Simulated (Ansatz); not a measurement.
C$_{8}$H$_{8}$O$_{2}$ (`COC(=O)c1ccccc1`), relaxed with RKS PBE0-D4/def2-TZVP in Ansatz from a PBE-D4/def2-SVP geometry. The force threshold is 0.005 eV/Å; the program also tests the step.

Charge 0, multiplicity 1.

Start:

```xyz
18

C    -1.368   -3.100   -0.683
O    -1.127   -1.767   -0.226
C     0.082   -1.250   -0.569
O     0.908   -1.868   -1.219
C     0.266    0.142   -0.061
C     1.474    0.798   -0.371
C     1.699    2.105    0.077
C     0.720    2.765    0.839
C    -0.485    2.114    1.152
C    -0.715    0.806    0.704
H    -1.326   -3.153   -1.790
H    -2.376   -3.373   -0.322
H    -0.609   -3.801   -0.279
H     2.222    0.257   -0.969
H     2.644    2.614   -0.167
H     0.897    3.792    1.193
H    -1.252    2.630    1.749
H    -1.655    0.288    0.942
```

**Question.** How much energy does the relaxation release, and in how many steps? (Estimate.)

**Answer.** Ansatz gave: 2.56 kcal/mol, in 6 steps.

**Question.** Which bonds change most? (An estimate is asked.)

**Answer.** The calculation gave: O2–C3 from 1.359 to 1.339 Å; C1–H11 from 1.109 to 1.091 Å; C1–H13 from 1.109 to 1.091 Å; C5–C10 from 1.410 to 1.392 Å.

**Question.** Give the relaxed structure. (An estimate is asked.)

**Answer.** The calculation gave: 
```xyz
18

C    -1.350   -3.077   -0.675
O    -1.112   -1.751   -0.219
C     0.074   -1.235   -0.567
O     0.888   -1.839   -1.218
C     0.262    0.147   -0.062
C     1.457    0.791   -0.366
C     1.682    2.081    0.080
C     0.714    2.732    0.832
C    -0.479    2.092    1.137
C    -0.708    0.801    0.692
H    -1.314   -3.121   -1.765
H    -2.342   -3.341   -0.316
H    -0.603   -3.762   -0.273
H     2.196    0.260   -0.955
H     2.613    2.581   -0.157
H     0.890    3.743    1.183
H    -1.234    2.602    1.724
H    -1.635    0.295    0.924
```
